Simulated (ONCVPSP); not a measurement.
strontium (Sr): ONCV pseudisation with PBE, scalar-relativistic reference atom.

ONCVPSP 4.0.1 was run on this input:

```
# ATOM AND REFERENCE CONFIGURATION
# atsym  z   nc   nv     iexc    psfile
  Sr 38.00    6    4        4      upf
#
#   n    l    f
    1    0    2.00
    2    0    2.00
    2    1    6.00
    3    0    2.00
    3    1    6.00
    3    2   10.00
    4    0    2.00
    4    1    6.00
    4    2    1.00
    5    0    1.00
#
# PSEUDOPOTENTIAL AND OPTIMIZATION
# lmax
    2
#
#   l,   rc,      ep,       ncon, nbas, qcut
    0    1.95    0.00    5    8    7.50
    1    1.65    0.00    5    8    5.00
    2    2.80    0.00    4    8    3.00
#
# LOCAL POTENTIAL
# lloc, lpopt,  rc(5),   dvloc0
    4    5    1.60    4.00
#
# VANDERBILT-KLEINMAN-BYLANDER PROJECTORs
# l, nproj, debl
    0    2    3.50
    1    2    0.60
    2    2    2.20
#
# MODEL CORE CHARGE
# icmod, fcfact, rcfact
    3    4.25    1.05
#
# LOG DERIVATIVE ANALYSIS
# epsh1, epsh2, depsh
   -3.00    5.00    0.02
#
# OUTPUT GRID
# rlmax, drl
    6.00    0.01
#
# TEST CONFIGURATIONS
# ncnf
    4
# nvcnf
#   n    l    f
    4
    4    0    2.00
    4    1    6.00
    4    2    0.00
    5    0    2.00
#
    4
    4    0    2.00
    4    1    6.00
    4    2    0.00
    5    0    1.00
#
    4
    4    0    2.00
    4    1    6.00
    4    2    0.00
    5    0    0.00
#
    4
    4    0    2.00
    4    1    6.00
    4    2    1.00
    5    0    0.00
#
```

Command:

```bash
oncvpsp.x < Sr.dat > Sr.out
```

The program printed (shortened: citation, most of the input echo, consistency checks and plot data are left out):

```
ONCVPSP  (Optimized Norm-Conservinng Vanderbilt PSeudopotential)
scalar-relativistic version 4.0.1

#   n    l    f        energy (Ha)
    1    0    2.00    -5.8565732E+02
    2    0    2.00    -7.9269589E+01
    2    1    6.00    -7.0430399E+01
    3    0    2.00    -1.2230104E+01
    3    1    6.00    -9.3773500E+00
    3    2   10.00    -4.6679756E+00
    4    0    2.00    -1.4671987E+00
    4    1    6.00    -8.0607734E-01
    4    2    1.00    -3.3482089E-02
    5    0    1.00    -1.2091683E-01

Reference configufation results
  iterations    23
  all-electron total energy (Ha)   -3.17940742D+03

Begin loop to  construct optimized pseudo wave functions
and semi-local pseudopoentials for all angular momenta

Calculating optimized projector #   1

 for l=   0

    Fraction of norm inside rc  0.888484
    Optimizing pswf for qcut=   7.51 a_B^-1,  ecut=  28.20 Ha
    Residual kinetic energy error=  7.49D-07 Ha
 ERROR pspot:  first pseudo wave function has node,          program will stop
 ERROR pspot: try changing psp parameters for this l
```

The run stopped because the optimised pseudo-wave of the first projector has a node, so the radial equation cannot be inverted for a potential.

The run took about 0.16 s on one core of a shared server CPU.
